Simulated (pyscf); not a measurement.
## H₂N–InH–NH₂, singlet

Gas-phase minimum from PySCF at ωB97X-D3(BJ)/def2-SVP, one conformer. 

SMILES: [NH2][InH][NH2]
```xyz
8

N     -0.7432    -1.2026    -0.3468
In    -0.2780     0.7490    -0.1066
N      0.2271     1.6797    -1.8276
H     -1.2505    -1.7203     0.3625
H     -0.9360    -1.5896    -1.2646
H     -0.3093     1.5386     1.4092
H      0.4586     1.1526    -2.6631
H      0.7210     2.5655    -1.8279
```

Bonded distances (Å): N1–In2 2.021, N1–H4 1.014, N1–H5 1.015, In2–N3 2.021, In2–H6 1.709, N3–H7 1.015, N3–H8 1.014. Bond angles (°): In2–N1–H4 121.7, In2–N1–H5 121.3, H4–N1–H5 110.1, N1–In2–N3 113.6, N1–In2–H6 123.2, N3–In2–H6 123.2, In2–N3–H7 121.3, In2–N3–H8 121.6, H7–N3–H8 110.0.

Properties at ωB97X-D3(BJ)/def2-SVP:

| Item | Result |
|---|---|
| Harmonic wavenumbers, unscaled | 136, 234, 255, 277, 297, 454, 458, 623, 631, 705, 746, 1529, 1538, 1875, 3615, 3615, 3716, 3716 cm⁻¹ |
| Zero-point energy | 34.9 kcal/mol |
| Rotational symmetry number | 2 |
| Entropy of this conformer at 298 K and 1 atm, rigid rotor and harmonic oscillator, modes under 100 cm⁻¹ raised to 100 | 320.3 J/(mol K) |
| Dipole moment | 0.37 D |

Single-point totals, which compare only within one level (frozen core for MP2 and CC):

```
level                   total energy (hartree)
----------------------  ----------------------
ωB97X-D3(BJ)/def2-TZVP              -302.80991
PBE/def2-TZVP                       -302.55971
r²SCAN/def2-TZVP                    -302.70363
B3LYP-D3(BJ)/def2-TZVP              -302.77747
PBE0-D3(BJ)/def2-TZVP               -302.56843
M06-2X/def2-TZVP                    -302.57512
ωB97M-D3(BJ)/def2-TZVP              -302.75379
HF/def2-TZVPP                       -301.06877
MP2/def2-TZVPP                      -301.80262
CCSD/def2-TZVPP                     -301.81496
CCSD(T)/def2-TZVPP                  -301.84131
```

Soft torsions are taken as harmonic, which can shift the entropy by several J/(mol K). The CCSD(T) − MP2 part came from Ansatz, without density fitting, on the same reference. The frozen core leaves the outer d or s,p core shells of the metals and heavy elements correlated in the MP2 and CC values, and def2-TZVPP describes them poorly, so these totals are far from the basis limit. Elements past Kr carry the def2 core potentials, without spin-orbit coupling.
